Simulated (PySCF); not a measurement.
Gas-phase equilibrium of 1 mol SO2, 8.5 mol O2 at 1800 K and 1.01 bar, among 11 species (S2O, SO2, O2, O, S2, S6, O3, SO, S8, S, SO3). Only gases are allowed; each row takes one source of thermochemistry for all species, and Cantera finds the minimum.

Method: PySCF energies plus ideal-gas RRHO corrections (1 bar). † marks an energy on the PBE0/def2-TZVP geometry and frequencies; other levels use their own. MP2 and CCSD(T) freeze the core. 6-31G* has spherical d functions here. Open shells (unrestricted) among the columns below: O2 (multiplicity 3), O (multiplicity 3, electronic degeneracy 9), SO (multiplicity 3), S (multiplicity 3, electronic degeneracy 9); the rest are closed-shell singlets. Spin-orbit splitting is ignored; it lowers the true energy and changes the entropy of O, S. MP2 isn't extrapolated to the basis-set limit. CCSD(T) isn't extrapolated to the basis-set limit. The harmonic model lacks anharmonicity and excited electronic states, which grow with temperature; levels with a mode under 35 cm⁻¹ are left out. Warning, large T1 diagnostic: SO2 (CCSD(T)/def2-SVP†).

Molecules larger than those listed are left out.

Mole fractions:

```
thermochemistry         x O     x O2   x SO2      x S     x SO
------------------  -------  -------  ------  -------  -------
CCSD(T)/def2-SVP†   0.00069     0.89   0.099   8.3e-6   0.0058
HF/6-31G*              0.95  0.00049  1.1e-6    0.047   0.0029
HF/def2-TZVP†          0.95   0.0016  0.0015    0.016    0.034
MP2/def2-SVP†       0.00014     0.89    0.10   5.5e-7  0.00096
r2SCAN/def2-TZVP†    3.5e-5     0.89    0.10  1.9e-10   3.7e-5
ωB97M-V/def2-TZVP†   8.7e-5     0.89    0.10  7.4e-11   7.8e-6
```
The most sensitive of these is S: it spans a factor of 10^8.8 over these rows; at this temperature one factor of ten is RT ln 10 = 34 kJ/mol.
